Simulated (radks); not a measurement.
Species: Au4.5+. Configuration: [Kr] 4d10 4f14 5s2 5d(up 4, down 4) 5p(up 2.5, down 2) (fractional occupations, a model configuration).

All-electron calculation, scalar-relativistic Kohn-Sham, BLYP, spin-polarised, spherical densities, point nucleus. Program: a radial shooting solver on a logarithmic mesh with Libxc functionals.

Energy parts (hartree):
part                       energy
total                 -19004.5464
kinetic                21271.1928
electron-nucleus      -47117.5755
Hartree                 7202.7639
exchange-correlation    -360.9276

Orbitals (lengths in bohr, moments of r in powers of bohr; r(90%) holds 90 % of the orbital's charge):
| orbital | occ. | eigenvalue (hartree) | r(90%) |
|---|---|---|---|
| 1s up | 1 | -2971.703 | 0.0308 |
| 1s down | 1 | -2971.700 | 0.0308 |
| 2s up | 1 | -526.3306 | 0.110 |
| 2s down | 1 | -526.3291 | 0.110 |
| 2p up | 3 | -455.2914 | 0.105 |
| 2p down | 3 | -455.2892 | 0.105 |
| 3s up | 1 | -126.0726 | 0.270 |
| 3s down | 1 | -126.0709 | 0.270 |
| 3p up | 3 | -105.4730 | 0.277 |
| 3p down | 3 | -105.4711 | 0.277 |
| 3d up | 5 | -83.48649 | 0.260 |
| 3d down | 5 | -83.48458 | 0.260 |
| 4s up | 1 | -29.25053 | 0.583 |
| 4s down | 1 | -29.24733 | 0.583 |
| 4p up | 3 | -22.49649 | 0.629 |
| 4p down | 3 | -22.49316 | 0.628 |
| 4d up | 5 | -14.39378 | 0.683 |
| 4d down | 5 | -14.38988 | 0.683 |
| 5s up | 1 | -6.32536 | 1.30 |
| 5s down | 1 | -6.30704 | 1.30 |
| 4f up | 7 | -5.39379 | 0.796 |
| 4f down | 7 | -5.38837 | 0.795 |
| 5p up | 2.5 | -4.48584 | 1.50 |
| 5p down | 2 | -4.46784 | 1.50 |
| 5d up | 4 | -2.36459 | 1.99 |
| 5d down | 4 | -2.35117 | 2.00 |

The highest occupied level is 5d down at -63.979 eV. Spin moment in Bohr magnetons: 0.5. The density falls to 0.001 e/bohr^3 at r = 3.06 bohr. Summed over all electrons, <r^2> = 32.84 bohr^2, which gives a Langevin (diamagnetic) susceptibility term of -26 x 10^-6 cm^3/mol.
